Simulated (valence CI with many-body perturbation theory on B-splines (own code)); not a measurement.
# Pm III: calculated level list

Computed by valence CI with perturbative core correlation (CI+MBPT): five valence electrons over a frozen Dirac-Fock core [Xe], a basis of 7 s, 7 p, 7 d, 7 f, 4 g, 2 h functions for each j, with the one-electron correlation potential Σ1 (screened to all orders), the two-electron term Σ2, the three-electron term Σ3, Breit, model QED; the open f shell's mean field enters the energy denominators; selected single and double excitations, second order for the rest, scaled by the run's own slope (own B-spline code, finite nucleus).

Against measured spectra of neutral and singly charged lanthanides and actinides this method errs by a few hundred cm⁻¹ within a configuration and by up to about 5,000 between configurations. No measured spectrum was set against this ion. As an estimate, terms of the open shell hold to a few per cent of their energy, and close levels can change places; configurations with another count of f electrons can be misplaced by thousands of cm⁻¹. Not all symmetries were solved, so the list stops early. Among the levels kept, up to 2400 cm⁻¹ of a level comes from second order outside the variational space, and about a tenth of that is noise between levels of different J, which matters for small intervals.

Levels 1 to 21 of 21, with energies above the lowest level, 4f⁵ ⁶H°_5/2. "Leading %" is the weight of the configuration and term that name the level; weights of strongly mixed levels are sums over their largest components and can fall short.

| No. | Configuration | Term | J | E (cm⁻¹) | Leading % | g | Second component |
| --- | --- | --- | --- | --- | --- | --- | --- |
| 1 | 4f⁵ | ⁶H° | 5/2 | 0.0 | 90 | 0.296 |  |
| 2 | 4f⁵ | ⁶H° | 7/2 | 874 | 91 | 0.828 |  |
| 3 | 4f⁵ | ⁶H° | 9/2 | 1887 | 92 | 1.070 |  |
| 4 | 4f⁵ | ⁶H° | 11/2 | 2993 | 92 | 1.200 |  |
| 5 | 4f⁵ | ⁶H° | 13/2 | 4182 | 91 | 1.278 |  |
| 6 | 4f⁵ | ⁶F° | 1/2 | 5394 | 91 | -0.651 |  |
| 7 | 4f⁵ | ⁶H° | 15/2 | 5413 | 90 | 1.328 |  |
| 8 | 4f⁵ | ⁶F° | 3/2 | 5584 | 90 | 1.058 |  |
| 9 | 4f⁵ | ⁶F° | 5/2 | 6003 | 89 | 1.304 |  |
| 10 | 4f⁵ | ⁶F° | 7/2 | 6746 | 89 | 1.389 |  |
| 11 | 4f⁵ | ⁶F° | 9/2 | 7745 | 91 | 1.429 |  |
| 12 | 4f⁵ | ⁶F° | 11/2 | 8910 | 91 | 1.450 |  |
| 13 | 4f⁵ | ⁴G° | 5/2 | 14971 | 51 | 0.757 | 28 % 4f⁵ ⁴F° |
| 14 | 4f⁵ | ⁴F° | 3/2 | 15806 | 90 | 0.423 |  |
| 15 | 4f⁵ | ⁴G° | 7/2 | 16769 | 59 | 1.065 | 26 % 4f⁵ ⁴F° |
| 16 | 4f⁵ | ⁴I° | 9/2 | 17158 | 90 | 0.735 |  |
| 17 | 4f⁵ | ⁴M° | 15/2 | 17473 | 66 | 0.886 | 8 % 4f⁵ ²L° |
| 18 | 4f⁵ | ⁴I° | 11/2 | 17607 | 70 | 0.924 | 21 % 4f⁵ ⁴K° |
| 19 | 4f⁴5d | ⁶L | 11/2 | 18011 | 86 | 0.621 |  |
| 20 | 4f⁵ | ⁴I° | 13/2 | 18080 | 50 | 1.024 | 26 % 4f⁵ ⁴K° |
| 21 | 4f⁵ | ⁴F° | 5/2 | 18505 | 53 | 0.889 | 32 % 4f⁵ ⁴G° |

Names give the largest LS component (configuration and term), which can be under half, so a name can repeat, a term be missing and a line seem to break the LS rules; names also repeat where a configuration has a term twice.

The ionisation energy to 4f⁴ ⁵I4 of the next ion comes out as 22.496 eV (NIST: 22.44 ± 0.08 eV (semi-empirical)). All 21 levels together are meant to be complete up to 18522 cm⁻¹.
